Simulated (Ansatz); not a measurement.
Ideal-gas functions of CH$_{3}$Cl$_{3}$Sn, SMILES `[CH3][Sn]([Cl])([Cl])[Cl]` at 298.15 K and 1 bar, from an Ansatz frequency run at PBE0-D4/def2-TZVP.

Molar mass 240.1 g/mol, point group C3v (symmetry number 3), electronic degeneracy 1, moments of inertia 382.325, 382.334, 490.426 u Å². Harmonic wavenumbers (cm⁻¹, unscaled): 69, 101, 101, 127, 127, 129, 369, 386, 386, 551, 791, 791, 1226, 1443, 1443, 3079, 3190, 3190.

Use S(trans) = R[1.5 ln M + 2.5 ln T − 1.1517]; rotational temperatures θ = 24.2544 K / I; S(rot) = R[ln(√π/σ · √(T³/θAθBθC)) + 1.5]; for each mode x = 1.438777 ν̃/T, S = R[x/(eˣ − 1) − ln(1 − e⁻ˣ)] and H = RT x/(eˣ − 1); 1 cm⁻¹ = 0.0119627 kJ/mol; R = 8.31446 J/(mol·K).

Q: By hand: the entropy, in J/(mol·K).

A: Translation 177.2. Rotation: θ = 0.0634, 0.0634, 0.0495 K, giving 114.6. Vibration, mode by mode: 17.50, 14.37, 14.37, 12.51, 12.51, 12.39, 4.54, 4.25, 4.25, 2.27, 0.90, 0.90, 0.16, 0.06, 0.06, 0.00, 0.00, 0.00, in all 101.0. Electronic 0.0. Sum 392.8 J/(mol·K).

Q: By hand: H − E and G − E in kJ/mol, counted from the electronic energy.

A: Zero-point energy ½ × 17499 × 0.0119627 = 104.7; thermal vibration 14.9; translation, rotation and pV give 4 RT = 9.9. H − E = 129.5 kJ/mol, and G − E = 129.5 − 298.15 × 392.8/1000 = 12.4 kJ/mol.

Vibration gives 26 % of the entropy, 83.7 J/(mol·K) of it from the modes under 150 cm⁻¹: soft modes count most, and the harmonic formula is weakest for them.
